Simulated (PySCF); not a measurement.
## Correlation energy of Tb⁺ (terbium, charge +1)

[Xe] 4f9 6p1, one real determinant (an excited configuration). Computed with PySCF 2.14 in cc-pVDZ-X2C (8s7p5d3f1g, 84 functions), with scalar relativity by spin-free X2C-1e. Frozen: [Kr] 4d10; 18 electrons correlated.

```
  level  correlation energy (mhartree)
   CCSD                        -547.43
    (T)                         -22.44
CCSD(T)                        -569.87
```

Diagnostics: T1 = 0.017, D1 = 0.0581, largest double amplitude 0.073.

Q: Is a single reference adequate?

A: Mostly. T1 lies below 0.03, but a double amplitude of this size points to a near-degeneracy that CCSD handles and MP2 describes poorly.

The basis was made for the ground configuration and has no added diffuse functions, which can raise the energy of the promoted electron.

The reference is one real determinant that mixes LS terms of this configuration.
